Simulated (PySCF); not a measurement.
A PySCF script (with the pyscf-properties extension) for the NMR shieldings of `B(CCCC)(C)C`, C6H15B, on a GFN2-xTB geometry:

```python
import basis_set_exchange as bse
import numpy as np
from pyscf import gto, dft
from pyscf.prop import nmr

atoms = """
C     3.420452   -0.047103    0.016206
C     2.133142    0.768255   -0.005942
C     0.891248   -0.121340   -0.009737
C    -0.402957    0.694949    0.000419
B    -1.773194   -0.095558   -0.028288
C    -3.115939    0.698139    0.213401
C    -1.822939   -1.647326   -0.302862
H     3.462008   -0.669594    0.907679
H     3.476185   -0.695916   -0.855455
H     4.290253    0.606142    0.013657
H     2.123631    1.405500   -0.893956
H     2.105755    1.422408    0.869315
H     0.917015   -0.769568    0.869147
H     0.913927   -0.761939   -0.893667
H    -0.382848    1.366378    0.864957
H    -0.392887    1.363789   -0.868343
H    -3.541997    0.401259    1.172290
H    -2.998948    1.779113    0.234068
H    -3.871497    0.456014   -0.532231
H    -1.447017   -1.861617   -1.303157
H    -1.174334   -2.195839    0.378218
H    -2.819470   -2.076760   -0.231929
"""
names = dict.fromkeys(["C", "B", "H"], "pcSseg-1")
basis = {el: gto.basis.parse(bse.get_basis(n, elements=[el], fmt="nwchem")) for el, n in names.items()}
mol = gto.M(atom=atoms, basis=basis, charge=0, verbose=0)
mf = dft.RKS(mol, xc="PBE0")
mf.grids.level = 2
mf.grids.alignment = dft.numint.BLKSIZE   # the property module wants whole blocks of grid points
mf.conv_tol = 1e-9
mf.kernel()

calc = nmr.RKS(mf)   # GIAO
C = mf.mo_coeff
Co = C[:, mf.mo_occ > 0]
resp = mf.gen_response(singlet=True, hermi=2)
def vind(x):   # induced exchange potential for any number of trial vectors
    d = np.einsum("pi,xij,qj->xpq", C, 2 * x.reshape(-1, C.shape[1], Co.shape[1]), Co, optimize=True)
    return np.einsum("xpq,pi,qj->xij", resp(d - d.transpose(0, 2, 1)), C, Co, optimize=True).ravel()
mo1, _ = nmr.rhf.solve_mo1(calc, with_cphf=vind)
sigma = calc.kernel(mo1)
for i, s in enumerate(sigma):   # ppm
    print("%2d %-2s %9.2f" % (i, mol.atom_pure_symbol(i), np.trace(s) / 3))
```

Q: Give the expected output.

A: 
```
 0 C     169.50
 1 C     155.22
 2 C     153.79
 3 C     149.53
 4 B       9.39
 5 C     170.39
 6 C     174.24
 7 H      30.77
 8 H      30.75
 9 H      30.46
10 H      30.41
11 H      30.42
12 H      30.51
13 H      30.30
14 H      30.18
15 H      30.52
16 H      30.96
17 H      30.77
18 H      30.76
19 H      30.97
20 H      30.77
21 H      30.72
```

These numbers come from an equivalent density-fitted implementation of the same equations, which agrees with the script to about 0.01 ppm for H and up to a few tenths of a ppm for heavy atoms, so last digits may differ.

Size and cost of the density-fitted run: 194 basis functions, 40 s wall time on 1 thread of an Arm Neoverse V1, shared host; peak memory 0.86 GiB.
